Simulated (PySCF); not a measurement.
# Excitation energies in several basis sets

Species: CH10B2NP.
SMILES: `BNC[BH2-][PH3+]`

TDDFT with PBE0 (PySCF), vertical singlets, core orbitals frozen in the response, spherical d and f functions. Geometry: PBE0-D3(BJ)/def2-SVP, one conformer, isolated molecule.

```tsv
basis	functions	diffuse	S1 (eV)	S2 (eV)	S3 (eV)	S4 (eV)	S5 (eV)	LUMO (eV)	α (au)
6-31G*	94	no	6.20	6.42	7.15	7.34	7.43	0.46	68.3
6-31+G*	114	yes	5.76	6.02	6.28	6.34	6.76	-0.42	76.3
def2-SVP	124	no	6.24	6.50	6.75	7.10	7.19	0.26	71.3
def2-SVPD	184	yes	6.07	6.22	6.41	6.54	6.97	-0.08	81.8
aug-cc-pVDZ	209	yes	5.73	6.00	6.19	6.22	6.61	-0.51	83.2
def2-TZVP	221	no	6.02	6.24	6.44	6.70	7.00	-0.01	79.2
def2-TZVPD	281	yes	5.89	6.00	6.22	6.31	6.76	-0.30	83.0
```

Task: How much do these states and the polarisability depend on the basis?

Result: States are compared by their number. Against the largest diffuse basis here (def2-TZVPD, itself not a converged limit), sets without diffuse functions differ by up to 0.35 eV in S1 and 0.67 eV in S5; the smaller diffuse sets differ by up to 0.18 and 0.21 eV. State by state, the largest deviation of a set without diffuse functions is S1 0.35, S2 0.50, S3 0.93, S4 1.03, S5 0.67 eV. The same number needn't mean the same state in each row. Against def2-TZVPD the polarisability deviates by -18% in 6-31G*, -8% in 6-31+G*, -14% in def2-SVP, -1% in def2-SVPD, 0% in aug-cc-pVDZ, -5% in def2-TZVP. A single + in a Pople set puts diffuse functions on heavy atoms only.

Without π bonds the low states may be Rydberg-like; a valence basis with one diffuse set may place them up to an eV too high.
